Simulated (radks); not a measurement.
Ta IV, configuration [Xe] 4f14 5d2 (the NIST ground configuration). Calculated with a radial shooting solver on a logarithmic mesh with Libxc functionals: Dirac Kohn-Sham, PBEsol, spin-unpolarised, spherical densities, point nucleus; open shells fill j = l - 1/2 first.

Unscreened Slater integrals over Kohn-Sham orbitals (eV). Large and small components are both included. Empty in this configuration: 5d5/2.

\begin{tabular}{lr}
integral & value \\ \hline
F0(5d3/2,5d3/2) & 13.562 \\
F2(5d3/2,5d3/2) & 7.0809 \\
F0(5d3/2,4f7/2) & 17.407 \\
F2(5d3/2,4f7/2) & 4.1571 \\
G3(5d3/2,4f7/2) & 1.4756 \\
G5(5d3/2,4f7/2) & 1.1351 \\
F0(5d3/2,4f5/2) & 17.436 \\
F2(5d3/2,4f5/2) & 4.0925 \\
G1(5d3/2,4f5/2) & 1.6873 \\
G3(5d3/2,4f5/2) & 1.4269 \\
F0(5d3/2,5p3/2) & 15.479 \\
F2(5d3/2,5p3/2) & 7.6512 \\
G1(5d3/2,5p3/2) & 9.2348 \\
G3(5d3/2,5p3/2) & 5.6901 \\
F0(5d3/2,5d5/2) & 13.390 \\
F2(5d3/2,5d5/2) & 6.9902 \\
G2(5d3/2,5d5/2) & 6.9847 \\
G4(5d3/2,5d5/2) & 4.6131 \\
F0(4f7/2,4f7/2) & 39.228 \\
F2(4f7/2,4f7/2) & 18.759 \\
F4(4f7/2,4f7/2) & 11.792 \\
F6(4f7/2,4f7/2) & 8.4904 \\
F0(4f7/2,4f5/2) & 39.539 \\
F2(4f7/2,4f5/2) & 18.916 \\
F4(4f7/2,4f5/2) & 11.893 \\
G2(4f7/2,4f5/2) & 18.848 \\
G4(4f7/2,4f5/2) & 11.853 \\
G6(4f7/2,4f5/2) & 8.5349 \\
F0(4f7/2,5p3/2) & 22.856 \\
F2(4f7/2,5p3/2) & 7.2864 \\
G2(4f7/2,5p3/2) & 3.3223 \\
G4(4f7/2,5p3/2) & 2.6486 \\
F0(4f7/2,5d5/2) & 17.010 \\
F2(4f7/2,5d5/2) & 3.9525 \\
F4(4f7/2,5d5/2) & 1.8678 \\
G1(4f7/2,5d5/2) & 1.6214 \\
G3(4f7/2,5d5/2) & 1.3727 \\
G5(4f7/2,5d5/2) & 1.0593 \\
F0(4f5/2,4f5/2) & 39.857 \\
F2(4f5/2,4f5/2) & 19.081 \\
F4(4f5/2,4f5/2) & 12.000 \\
F0(4f5/2,5p3/2) & 22.917 \\
F2(4f5/2,5p3/2) & 7.2059 \\
G2(4f5/2,5p3/2) & 3.2153 \\
G4(4f5/2,5p3/2) & 2.5763 \\
F0(4f5/2,5d5/2) & 17.037 \\
F2(4f5/2,5d5/2) & 3.8900 \\
F4(4f5/2,5d5/2) & 1.8248 \\
G1(4f5/2,5d5/2) & 1.5484 \\
G3(4f5/2,5d5/2) & 1.3243 \\
G5(4f5/2,5d5/2) & 1.0249 \\
F0(5p3/2,5p3/2) & 18.710 \\
F2(5p3/2,5p3/2) & 10.091 \\
F0(5p3/2,5d5/2) & 15.209 \\
F2(5p3/2,5d5/2) & 7.4223 \\
G1(5p3/2,5d5/2) & 8.8200 \\
G3(5p3/2,5d5/2) & 5.4369 \\
F0(5d5/2,5d5/2) & 13.226 \\
F2(5d5/2,5d5/2) & 6.9108 \\
F4(5d5/2,5d5/2) & 4.5642 \\
\end{tabular}
